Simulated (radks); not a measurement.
Results of a calculation; reference values are marked as such.
Valence configurations of Te2+ (all share [Kr]). Level of theory: Dirac Kohn-Sham, PBEsol, spin-unpolarised, spherical densities, point nucleus; open shells fill j = l - 1/2 first (a radial shooting solver on a logarithmic mesh with Libxc functionals). Energies are relative to 4d10 5s2 5p2; eigenvalues in eV.

valence           E (eV)  e(4d3/2)  e(4d5/2)  e(5p1/2)  e(5p3/2)  e(5s1/2)
4d10 5s2 5p2       0.000   -61.413   -59.937   -22.897         -   -32.547
4d10 5s1.5 5p2.5   5.383   -62.140   -60.661   -23.265   -22.173   -32.976
4d10 5s1 5p3      10.803   -62.855   -61.374   -23.624   -22.517   -33.395
4d9.5 5s2 5p2.5   19.685   -64.878   -63.369   -23.889   -22.743   -33.839
4d10 5p4          21.754   -64.256   -62.770   -24.317   -23.181         -
4d9.5 5s1 5p3.5   30.855   -66.278   -64.765   -24.587   -23.412   -34.654
4d9 5s2 5p3       40.629   -68.332   -66.791   -24.853   -23.640   -35.098
4d9 5p5           63.829   -71.023   -69.472   -26.170   -24.899         -
4d8 5s2 5p4       86.322   -75.217   -73.610   -26.716   -25.365   -37.530

NIST lists [Kr] 4d10 5s2 5p2 as the ground configuration; this level of theory agrees among the configurations tried. The energies are those of spherical spin-averaged densities, not of single terms.
